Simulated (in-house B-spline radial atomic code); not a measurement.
A fraction x of an electron is moved 3d → 5f in Sn²⁺, starting from [Kr] 4d10 5s2 and keeping the highest spin. All numbers are computed (scalar-relativistic (X2C) revTPSS, spin-polarised, spherical fractional occupations; Fermi nucleus of rms radius 4.6519 fm) with an all-electron radial atomic-structure program (B-spline basis), not measured.

```json
{"x": "0", "E(x) - E(0) (eV)": "0.0000", "3d down level (eV)": "-490.544", "5f up level (eV)": "-"}
{"x": "0.125", "E(x) - E(0) (eV)": "61.2478", "3d down level (eV)": "-495.506", "5f up level (eV)": "-3.237"}
{"x": "0.25", "E(x) - E(0) (eV)": "?", "3d down level (eV)": "?", "5f up level (eV)": "?"}
{"x": "0.375", "E(x) - E(0) (eV)": "185.4908", "3d down level (eV)": "-505.405", "5f up level (eV)": "-3.713"}
{"x": "0.5", "E(x) - E(0) (eV)": "248.4974", "3d down level (eV)": "-510.337", "5f up level (eV)": "-3.923"}
{"x": "0.625", "E(x) - E(0) (eV)": "312.0936", "3d down level (eV)": "-515.253", "5f up level (eV)": "-4.130"}
{"x": "0.75", "E(x) - E(0) (eV)": "376.2772", "3d down level (eV)": "-520.143", "5f up level (eV)": "-4.333"}
{"x": "0.875", "E(x) - E(0) (eV)": "?", "3d down level (eV)": "?", "5f up level (eV)": "?"}
{"x": "1", "E(x) - E(0) (eV)": "506.3925", "3d down level (eV)": "-529.835", "5f up level (eV)": "-4.741"}
```

Task: What belongs in the row x = 0.25?

Result: An energy change of 123.0746 eV; 3d down at -500.460 eV, 5f up at -3.492 eV.

Task: What belongs in the row x = 0.875?

Result: An energy change of 441.0448 eV; 3d down at -525.001 eV, 5f up at -4.535 eV.

Task: Check Janak's theorem between x = 0.375 and 0.5.

Result: The slope of the energy is 504.05 eV; the orbital levels give 504.05 eV (ε of the receiving orbital less ε of the emptying one, averaged over the two points).
